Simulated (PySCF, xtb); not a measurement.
C₃H₃ClF₂, SMILES C/C(F)=C(\F)Cl.

GFN2-xTB in xtb at its own geometry gives an orbital gap of 4.54 eV and a dipole moment of 1.86 D.

The structure is a stationary point at B3LYP-D3(BJ)/def2-SVP.

Q: What does B3LYP/def2-TZVP run with PySCF give? (The exact figures need the calculation; the answer reports its results.)

A: gap 6.82 eV (levels -6.88 and -0.06 eV), dipole 1.69 D.
